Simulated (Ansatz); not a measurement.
The multiplicity is imposed and other spin states were not computed.

The numbers are results of PBE-D3(BJ)/def2-SVP run with Ansatz (a program for electronic structure), not measurements. No frequencies were computed at this level.

Ansatz 0.2 input:
```yaml
crystal:
  periodic: [false, false, false]
  atoms:
    - { symbol: Cd, position_ang: [0.389208, -0.740937, -0.647326] }
    - { symbol: N, position_ang: [0.541542, 0.884831, 0.675254] }
    - { symbol: H, position_ang: [0.684465, 1.719051, 0.099237] }
    - { symbol: H, position_ang: [1.368999, 0.842736, 1.27023] }
    - { symbol: N, position_ang: [-1.517247, -1.097819, -1.516421] }
    - { symbol: C, position_ang: [-1.930462, 0.182486, -2.05011] }
    - { symbol: C, position_ang: [-2.390855, -1.463339, -0.42066] }
    - { symbol: H, position_ang: [-2.954505, 0.100473, -2.435839] }
    - { symbol: H, position_ang: [-1.929971, 0.992225, -1.28951] }
    - { symbol: H, position_ang: [-1.273839, 0.464018, -2.881847] }
    - { symbol: H, position_ang: [-2.394009, -0.717498, 0.401092] }
    - { symbol: H, position_ang: [-3.420654, -1.544551, -0.791521] }
    - { symbol: H, position_ang: [-2.092105, -2.439509, -0.024489] }
basis:
  gaussian: { orbitals: def2-svp }
hamiltonian:
  xc: pbe
  dispersion: d3bj
relax:
  max_steps: 150
```

Output:

```
Functional definition: PBE
1432 factors; their error is unknown
mean field evaluation 1: about -9712.4373 eV, gradient 9.8e1 eV
mean field evaluation 2: about -9543.9263 eV, gradient 2.3e2 eV
mean field evaluation 4: about -9728.8666 eV, gradient 5.3e1 eV
mean field evaluation 8: about -9736.2280 eV, gradient 7.9e-1 eV
mean field evaluation 16: about -9736.1633 eV, gradient 1.8e-3 eV
mean field -9736.16330229 eV, -357.7974019508 hartree, gradient 3.4e-5 eV, S^2 0.000000; 1 other end points of the search recorded, 0 dependent functions left out
reference -9736.16334623 eV, -357.7974035656 hartree; 27, 27 occupied and 100, 100 virtual orbitals, 1432 factors
relax step   1: F+E_penalty+E_count = -9736.44730943 eV  Δ(F+E_penalty+E_count) = +0.000e0 eV  max|allowed force component| = 7.362e-1 eV/Å  Δτ_max = 0.0000 Å  (51 SCF iters, accepted)
these checks for a lower state are left out or cut short: starts, cluster_reference, orbital_swaps, neighbouring_geometries, increment
1432 factors; their error is unknown
mean field evaluation 32: about -9736.4301 eV, gradient 2.9e-3 eV
mean field -9736.43005283 eV, -357.8072048522 hartree, gradient 1.3e-5 eV, S^2 0.000000; 0 other end points of the search recorded, 0 dependent functions left out
reference -9736.43009756 eV, -357.8072064961 hartree; 27, 27 occupied and 100, 100 virtual orbitals, 1432 factors
relax step   2: F+E_penalty+E_count = -9736.70846443 eV  Δ(F+E_penalty+E_count) = -2.612e-1 eV  max|allowed force component| = 5.758e-1 eV/Å  Δτ_max = 0.1949 Å  (33 SCF iters, accepted)
these checks for a lower state are left out or cut short: starts, cluster_reference, orbital_swaps, neighbouring_geometries, increment
1432 factors; their error is unknown
mean field -9736.60674835 eV, -357.8136982927 hartree, gradient 1.3e-5 eV, S^2 0.000000; 0 other end points of the search recorded, 0 dependent functions left out
reference -9736.60679370 eV, -357.8136999592 hartree; 27, 27 occupied and 100, 100 virtual orbitals, 1432 factors
relax step   3: F+E_penalty+E_count = -9736.88034800 eV  Δ(F+E_penalty+E_count) = -1.719e-1 eV  max|allowed force component| = 4.377e-1 eV/Å  Δτ_max = 0.1902 Å  (32 SCF iters, accepted)
these checks for a lower state are left out or cut short: starts, cluster_reference, orbital_swaps, neighbouring_geometries, increment
1432 factors; their error is unknown
mean field -9736.76917793 eV, -357.8196674699 hartree, gradient 1.0e-5 eV, S^2 0.000000; 0 other end points of the search recorded, 0 dependent functions left out
reference -9736.76922380 eV, -357.8196691555 hartree; 27, 27 occupied and 100, 100 virtual orbitals, 1432 factors
relax step   4: F+E_penalty+E_count = -9737.03935994 eV  Δ(F+E_penalty+E_count) = -1.590e-1 eV  max|allowed force component| = 5.325e-1 eV/Å  Δτ_max = 0.1929 Å  (31 SCF iters, accepted)
these checks for a lower state are left out or cut short: starts, cluster_reference, orbital_swaps, neighbouring_geometries, increment
1432 factors; their error is unknown
mean field -9736.92504738 eV, -357.8253955663 hartree, gradient 8.6e-6 eV, S^2 0.000000; 0 other end points of the search recorded, 0 dependent functions left out
reference -9736.92509349 eV, -357.8253972607 hartree; 27, 27 occupied and 100, 100 virtual orbitals, 1432 factors
relax step   5: F+E_penalty+E_count = -9737.19219827 eV  Δ(F+E_penalty+E_count) = -1.528e-1 eV  max|allowed force component| = 3.439e-1 eV/Å  Δτ_max = 0.1999 Å  (30 SCF iters, accepted)
these checks for a lower state are left out or cut short: starts, cluster_reference, orbital_swaps, neighbouring_geometries, increment
1432 factors; their error is unknown
mean field -9737.04908937 eV, -357.8299540253 hartree, gradient 1.7e-5 eV, S^2 0.000000; 0 other end points of the search recorded, 0 dependent functions left out
reference -9737.04913539 eV, -357.8299557167 hartree; 27, 27 occupied and 100, 100 virtual orbitals, 1432 factors
relax step   6: F+E_penalty+E_count = -9737.31387127 eV  Δ(F+E_penalty+E_count) = -1.217e-1 eV  max|allowed force component| = 2.263e-1 eV/Å  Δτ_max = 0.1998 Å  (37 SCF iters, accepted)
these checks for a lower state are left out or cut short: starts, cluster_reference, orbital_swaps, neighbouring_geometries, increment
1432 factors; their error is unknown
mean field evaluation 64: about -9736.8107 eV, gradient 1.0e1 eV
mean field -9737.13537664 eV, -357.8331250239 hartree, gradient 7.6e-6 eV, S^2 0.000000; 0 other end points of the search recorded, 0 dependent functions left out
reference -9737.13542253 eV, -357.8331267106 hartree; 27, 27 occupied and 100, 100 virtual orbitals, 1432 factors
relax step   7: F+E_penalty+E_count = -9737.39816901 eV  Δ(F+E_penalty+E_count) = -8.430e-2 eV  max|allowed force component| = 2.021e-1 eV/Å  Δτ_max = 0.1999 Å  (29 SCF iters, accepted)
these checks for a lower state are left out or cut short: starts, cluster_reference, orbital_swaps, neighbouring_geometries, increment
1432 factors; their error is unknown
mean field -9737.17888212 eV, -357.8347238209 hartree, gradient 1.5e-5 eV, S^2 0.000000; 0 other end points of the search recorded, 0 dependent functions left out
reference -9737.17892773 eV, -357.8347254970 hartree; 27, 27 occupied and 100, 100 virtual orbitals, 1432 factors
relax step   8: F+E_penalty+E_count = -9737.43864995 eV  Δ(F+E_penalty+E_count) = -4.048e-2 eV  max|allowed force component| = 4.011e-1 eV/Å  Δτ_max = 0.1920 Å  (37 SCF iters, accepted)
these checks for a lower state are left out or cut short: starts, cluster_reference, orbital_swaps, neighbouring_geometries, increment
1432 factors; their error is unknown
mean field -9737.21216328 eV, -357.8359468811 hartree, gradient 2.6e-5 eV, S^2 0.000000; 0 other end points of the search recorded, 0 dependent functions left out
reference -9737.21220866 eV, -357.8359485487 hartree; 27, 27 occupied and 100, 100 virtual orbitals, 1432 factors
relax step   9: F+E_penalty+E_count = -9737.47206375 eV  Δ(F+E_penalty+E_count) = -3.341e-2 eV  max|allowed force component| = 6.416e-1 eV/Å  Δτ_max = 0.1941 Å  (29 SCF iters, accepted)
these checks for a lower state are left out or cut short: starts, cluster_reference, orbital_swaps, neighbouring_geometries, increment
1432 factors; their error is unknown
mean field -9737.25733372 eV, -357.8376068643 hartree, gradient 1.4e-5 eV, S^2 0.000000; 0 other end points of the search recorded, 0 dependent functions left out
reference -9737.25737905 eV, -357.8376085301 hartree; 27, 27 occupied and 100, 100 virtual orbitals, 1432 factors
relax step  10: F+E_penalty+E_count = -9737.51519664 eV  Δ(F+E_penalty+E_count) = -4.313e-2 eV  max|allowed force component| = 5.686e-1 eV/Å  Δτ_max = 0.2000 Å  (37 SCF iters, accepted)
these checks for a lower state are left out or cut short: starts, cluster_reference, orbital_swaps, neighbouring_geometries, increment
1432 factors; their error is unknown
mean field evaluation 96: about -9737.2576 eV, gradient 4.5e-1 eV
mean field -9737.25867307 eV, -357.8376560845 hartree, gradient 8.3e-6 eV, S^2 0.000000; 0 other end points of the search recorded, 0 dependent functions left out
reference -9737.25871887 eV, -357.8376577673 hartree; 27, 27 occupied and 100, 100 virtual orbitals, 1432 factors
relax step  11: F+E_penalty+E_count = -9737.51883373 eV  Δ(F+E_penalty+E_count) = -3.637e-3 eV  max|allowed force component| = 8.093e-1 eV/Å  Δτ_max = 0.1927 Å  (31 SCF iters, accepted)
these checks for a lower state are left out or cut short: starts, cluster_reference, orbital_swaps, neighbouring_geometries, increment
1432 factors; their error is unknown
mean field -9737.28239439 eV, -357.8385278267 hartree, gradient 2.2e-5 eV, S^2 0.000000; 0 other end points of the search recorded, 0 dependent functions left out
reference -9737.28244040 eV, -357.8385295177 hartree; 27, 27 occupied and 100, 100 virtual orbitals, 1432 factors
relax step  12: F+E_penalty+E_count = -9737.53944952 eV  Δ(F+E_penalty+E_count) = -2.062e-2 eV  max|allowed force component| = 2.147e-1 eV/Å  Δτ_max = 0.1642 Å  (30 SCF iters, accepted)
these checks for a lower state are left out or cut short: starts, cluster_reference, orbital_swaps, neighbouring_geometries, increment
1432 factors; their error is unknown
mean field -9737.29316276 eV, -357.8389235570 hartree, gradient 1.6e-5 eV, S^2 0.000000; 0 other end points of the search recorded, 0 dependent functions left out
reference -9737.29320890 eV, -357.8389252526 hartree; 27, 27 occupied and 100, 100 virtual orbitals, 1432 factors
relax step  13: F+E_penalty+E_count = -9737.55133529 eV  Δ(F+E_penalty+E_count) = -1.189e-2 eV  max|allowed force component| = 5.401e-2 eV/Å  Δτ_max = 0.0776 Å  (31 SCF iters, accepted)
these checks for a lower state are left out or cut short: starts, cluster_reference, orbital_swaps, neighbouring_geometries, increment
1432 factors; their error is unknown
mean field -9737.29383795 eV, -357.8389483699 hartree, gradient 1.3e-5 eV, S^2 0.000000; 0 other end points of the search recorded, 0 dependent functions left out
reference -9737.29388406 eV, -357.8389500645 hartree; 27, 27 occupied and 100, 100 virtual orbitals, 1432 factors
relax step  14: F+E_penalty+E_count = -9737.55203490 eV  Δ(F+E_penalty+E_count) = -6.996e-4 eV  max|allowed force component| = 5.403e-2 eV/Å  Δτ_max = 0.0396 Å  (32 SCF iters, accepted)
these checks for a lower state are left out or cut short: starts, cluster_reference, orbital_swaps, neighbouring_geometries, increment
1432 factors; their error is unknown
mean field evaluation 128: about -9737.2941 eV, gradient 1.4e-5 eV
mean field -9737.29407980 eV, -357.8389572575 hartree, gradient 1.4e-5 eV, S^2 0.000000; 0 other end points of the search recorded, 0 dependent functions left out
reference -9737.29412593 eV, -357.8389589530 hartree; 27, 27 occupied and 100, 100 virtual orbitals, 1432 factors
relax step  15: F+E_penalty+E_count = -9737.55242426 eV  Δ(F+E_penalty+E_count) = -3.894e-4 eV  max|allowed force component| = 1.519e-2 eV/Å  Δτ_max = 0.0169 Å  (32 SCF iters, accepted)
these checks for a lower state are left out or cut short: starts, cluster_reference, orbital_swaps, neighbouring_geometries, increment
1432 factors; their error is unknown
mean field -9737.29412750 eV, -357.8389590105 hartree, gradient 1.3e-5 eV, S^2 0.000000; 0 other end points of the search recorded, 0 dependent functions left out
reference -9737.29417362 eV, -357.8389607056 hartree; 27, 27 occupied and 100, 100 virtual orbitals, 1432 factors
relax step  16: F+E_penalty+E_count = -9737.55245795 eV  Δ(F+E_penalty+E_count) = -3.369e-5 eV  max|allowed force component| = 2.891e-3 eV/Å  Δτ_max = 0.0062 Å  (33 SCF iters, accepted)
1432 factors; their error is unknown
mean field -9737.29412750 eV, -357.8389590105 hartree, gradient 2.3e-5 eV, S^2 0.000000; 1 other end points of the search recorded, 0 dependent functions left out
reference -9737.29417362 eV, -357.8389607056 hartree; 27, 27 occupied and 100, 100 virtual orbitals, 1432 factors
Total energy: -9737.55250408 eV, -357.8484541746 hartree
Atom 0 at    -0.081452     0.213179    -0.101895 Å, force    -0.000255     0.000292    -0.000554 eV/Å
Atom 1 at     1.564274     0.718766     0.951664 Å, force     0.000451    -0.000688     0.000396 eV/Å
Atom 2 at     1.545624     1.709970     1.229416 Å, force     0.000121     0.000499    -0.000327 eV/Å
Atom 3 at     2.424447     0.603548     0.396855 Å, force    -0.000325     0.000455     0.000177 eV/Å
Atom 4 at    -1.667679    -0.558805    -1.076073 Å, force     0.000499    -0.002698    -0.000000 eV/Å
Atom 5 at    -2.229261     0.095429    -2.235159 Å, force     0.000268     0.002891     0.001293 eV/Å
Atom 6 at    -2.618194    -1.411764    -0.399133 Å, force    -0.002069     0.000192     0.000059 eV/Å
Atom 7 at    -2.595747    -0.655858    -2.980562 Å, force     0.000310    -0.001170    -0.000328 eV/Å
Atom 8 at    -3.107335     0.757126    -2.006061 Å, force     0.000710     0.000328    -0.000744 eV/Å
Atom 9 at    -1.473009     0.720771    -2.753770 Å, force    -0.000467     0.000623    -0.000811 eV/Å
Atom 10 at    -3.528602    -0.872749    -0.022616 Å, force     0.000234    -0.000582     0.000329 eV/Å
Atom 11 at    -2.995694    -2.212838    -1.084879 Å, force    -0.000336    -0.000060    -0.000260 eV/Å
Atom 12 at    -2.156805    -1.924610     0.470302 Å, force     0.000858    -0.000082     0.000770 eV/Å
Dipole moment:     0.074287     0.215325    -0.099583 e Å
```

Cost: around 90 core-seconds (rough).
